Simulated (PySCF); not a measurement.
phosphine (H3P), SMILES P. Atoms are numbered in the order given.

```xyz
4

P      0.0000     0.0000    -0.1282
H      1.0323     0.5960     0.6412
H      0.0000    -1.1920     0.6412
H     -1.0323     0.5960     0.6412
```

The structure is a stationary point at B3LYP-D3(BJ)/def2-TZVP.

Level of theory: B3LYP/pcSseg-1 in PySCF.

GIAO shieldings, no solvent; atoms alike by connectivity are averaged. δ = σ(ref) − σ: ¹H against TMS (σ = 31.68 ppm), references at their B3LYP-D3(BJ)/def2-TZVP geometries, non-relativistic.

| nucleus | atoms | count | δ (ppm) |
|---|---|---|---|
| ¹H | H2, H3, H4 | 3 | 2.08 |
